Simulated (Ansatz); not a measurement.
Species: SiCl, charge 0, multiplicity 2. SMILES: [Si]Cl
Geometry: optimised at B3LYP-D3(BJ)/def2-TZVP (Ansatz, a quantum-chemistry and plane-wave program).

Atomisation energy built up term by term with Ansatz (kcal/mol; UHF references for open shells; valence terms freeze the core; atomic spin-orbit terms are left out). CBS(X,Y): correlation extrapolated as X^-3; Hartree-Fock from the larger set (for Q and 5 zeta extrapolated as (X+1)exp(-9√X)).

```json
[
 {"term": "Hartree-Fock", "basis": "CBS(cc-pV(Q+d)Z,cc-pV(5+d)Z)", "kcal/mol": "___"},
 {"term": "CCSD correlation", "basis": "CBS(cc-pV(Q+d)Z,cc-pV(5+d)Z)", "kcal/mol": "27.76"},
 {"term": "(T)", "basis": "CBS(cc-pV(Q+d)Z,cc-pV(5+d)Z)", "kcal/mol": "___"},
 {"term": "CCSDT - CCSD(T)", "basis": "cc-pV(D+d)Z", "kcal/mol": "0.10"},
 {"term": "core correlation", "basis": "cc-pwCVTZ", "kcal/mol": "0.35"},
 {"term": "scalar relativity (X2C)", "basis": "cc-pVTZ-DK against cc-pVTZ", "kcal/mol": "-0.21"},
 {"term": "sum: De", "basis": "", "kcal/mol": "___"}
]
```

**Question.** Some entries are withheld; supply them.

**Answer.** 
- Hartree-Fock, kcal/mol: 71.25
- (T), kcal/mol: 3.76
- sum: De, kcal/mol: 103.0
